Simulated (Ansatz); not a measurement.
`O[SiH2]CC[SiH3]` + `[SiH3]CS` → `O[SiH2]SC[SiH3]` + `CC[SiH3]`  (ligand exchange at the Si–C bond)

Program: Ansatz. Geometries: PBE0-D4/def2-TZVP. ΔE: electronic, gas phase. CBS: MP2 limit from def2 TZ/QZ plus the TZ coupled-cluster correction, frozen cores. DFT in def2-TZVPP. B3LYP here is the variant with VWN-RPA as its local correlation; programs differ in this. Each species was taken in one conformer, which may not be the lowest.

```
             level  ΔE (kJ/mol)  difference from CCSD(T)/CBS
           PBE0-D4        -69.1                         -0.5
          B3LYP-D4        -67.3                          1.3
            r2SCAN        -70.7                         -2.1
              PBE0        -69.5                         -0.9
    MP2/def2-TZVPP        -69.7                         -1.1
SCS-MP2/def2-TZVPP        -68.2                          0.4
   CCSD/def2-TZVPP        -64.8                          3.8
     HF/def2-QZVPP        -70.3                         -1.7
     MP2/CBS(def2)        -72.8                         -4.2
    CCSD/CBS(def2)        -67.9                          0.7
       CCSD(T)/CBS        -68.6                            0
```

Largest T1 diagnostic among the species: 0.012.
